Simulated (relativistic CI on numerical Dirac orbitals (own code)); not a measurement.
## Forbidden transitions in Yb7+

Method of calculation: Dirac-Coulomb-Breit CI, separate exchange-only KLI orbitals for each configuration, a model potential for QED, unscaled Slater integrals (own radial code, finite nucleus).

Configurations in the expansion (outside the closed core [Kr] 4d10): 4f¹²5s²5p³, 4f¹¹5s²5p⁴, 4f¹³5s²5p², 4f¹²5s5p⁴, 4f¹²5s²5p²5d, 4f¹¹5s5p⁵, 4f¹³5s²5p5d, 4f¹⁴5s5p², 4f¹³5s5p³, 4f¹¹5s²5p³6s, 4f¹³5s²5p6s, 4f¹³5p⁴, 4f¹²5s²5p²6s, 4f¹³5s²5p5g, 4f¹³5s5p²6p, 4f¹⁴5s²5p, 4f¹⁴5s²5d, 4f¹²5p⁵, 4f¹¹5p⁶, 4f¹¹5p⁵6s, 4f¹⁴5p³, 4f¹⁴5p²5d, 4f¹³5s²5p6p, 4f¹⁴5s²6p, 4f¹³5s²5d6p, 4f¹⁴5s5p6p, 4f¹³5s5p²5d, 4f¹⁴5s5p5d, 4f¹³5s5p5d². Double excitations out of closed p, d and f shells are left out; levels of such configurations are missing from the list, as are those of other unlisted configurations, and high levels can miss mixing partners.

| λ vac (nm) | Lower | Upper | Type | A (s⁻¹) | log gf |
| --- | --- | --- | --- | --- | --- |
| 392.51 | 4f¹¹5s²5p⁴ ⁴I°15/2 [3] | 4f¹¹5s²5p⁴ ⁴I°13/2 [29] | M1 | 7.65e+00 | -6.61 |
| 484.25 | 4f¹¹5s²5p⁴ ⁶I°17/2 [2] | 4f¹¹5s²5p⁴ ⁴I°15/2 [18] | M1 | 7.41e+00 | -6.38 |
| 506.34 | 4f¹¹5s²5p⁴ ⁴H°13/2 [4] | 4f¹¹5s²5p⁴ ²I°13/2 [24] | M1 | 5.07e+00 | -6.56 |
| 516.90 | 4f¹¹5s²5p⁴ ⁴I°15/2 [3] | 4f¹¹5s²5p⁴ ⁴I°13/2 [21] | M1 | 7.09e+00 | -6.40 |
| 523.65 | 4f¹¹5s²5p⁴ ⁶I°13/2 [7] | 4f¹¹5s²5p⁴ ⁴G°11/2 [30] | M1 | 4.19e+01 | -5.68 |
| 578.42 | 4f¹¹5s²5p⁴ ⁴I°15/2 [8] | 4f¹¹5s²5p⁴ ⁴I°13/2 [29] | M1 | 1.11e+01 | -6.11 |
| 609.18 | 4f¹¹5s²5p⁴ ⁶K°19/2 [1] | 4f¹¹5s²5p⁴ ⁴K°17/2 [6] | M1 | 1.13e+02 | -4.94 |
| 625.04 | 4f¹¹5s²5p⁴ ⁶I°13/2 [7] | 4f¹¹5s²5p⁴ ²I°13/2 [24] | M1 | 7.71e+00 | -6.20 |
| 680.83 | 4f¹¹5s²5p⁴ ⁴I°15/2 [8] | 4f¹¹5s²5p⁴ ²I°13/2 [24] | M1 | 2.70e+01 | -5.58 |
| 812.80 | 4f¹¹5s²5p⁴ ⁴H°13/2 [4] | 4f¹¹5s²5p⁴ ⁴I°11/2 [16] | M1 | 1.28e+01 | -5.82 |
| 834.01 | 4f¹¹5s²5p⁴ ⁶I°17/2 [2] | 4f¹¹5s²5p⁴ ⁴I°15/2 [8] | M1 | 5.18e+01 | -5.06 |
| 867.37 | 4f¹¹5s²5p⁴ ⁶G°13/2 [14] | 4f¹¹5s²5p⁴ ⁴G°11/2 [30] | M1 | 1.54e+01 | -5.68 |
| 896.25 | 4f¹¹5s²5p⁴ ⁴I°15/2 [8] | 4f¹¹5s²5p⁴ ⁴I°13/2 [21] | M1 | 3.23e+01 | -5.26 |
| 908.19 | 4f¹¹5s²5p⁴ ⁴I°15/2 [15] | 4f¹¹5s²5p⁴ ⁴I°13/2 [29] | M1 | 3.17e+01 | -5.26 |
| 965.87 | 4f¹¹5s²5p⁴ ⁴K°17/2 [6] | 4f¹¹5s²5p⁴ ⁴I°15/2 [18] | M1 | 2.04e+01 | -5.34 |
| 1169.2 | 4f¹¹5s²5p⁴ ⁶I°13/2 [7] | 4f¹¹5s²5p⁴ ⁴I°11/2 [16] | M1 | 1.20e+01 | -5.53 |
| 1454.0 | 4f¹¹5s²5p⁴ ⁴I°15/2 [3] | 4f¹¹5s²5p⁴ ⁶I°13/2 [7] | M1 | 1.34e+01 | -5.23 |
| 1634.5 | 4f¹¹5s²5p⁴ ⁶K°19/2 [1] | 4f¹¹5s²5p⁴ ⁶I°17/2 [2] | M1 | 3.93e+00 | -5.55 |
| 1718.8 | 4f¹¹5s²5p⁴ ⁴H°13/2 [4] | 4f¹¹5s²5p⁴ ⁶H°11/2 [9] | M1 | 6.25e+00 | -5.48 |
| 1730.0 | 4f¹¹5s²5p⁴ ⁴H°11/2 [5] | 4f¹¹5s²5p⁴ ⁶H°9/2 [10] | M1 | 9.03e+00 | -5.39 |

Terms are leading LS components. Brackets give the number of a level in order of energy, since labels repeat. The list gives strong lines, with weight on those to low levels, among the lowest 400 of 8123 levels, so that lines to higher ones, which can be the strongest, are missing. Levels whose partners in the same complex of configurations lie outside the list can be far off, and so can their lines. Rates are taken at the computed energies, electric ones in the length gauge.

At this charge configurations can still be misplaced by up to about 7 % of their energy. Terms inside the open d or f shell come out 10 to 20 % too wide with unscaled integrals. Levels and lines within the n = 5 or 6 shells can be off by up to 10 % or somewhat more, and those that change n by about 2 %, since core polarisation is missing. The computed lowest level isn't the tabulated ground level, which NIST ASD gives as 4f12 5p3 °.

LS names give the leading component of a level, which can be under half, so a name can repeat, a term be missing and a line seem to break the LS rules.
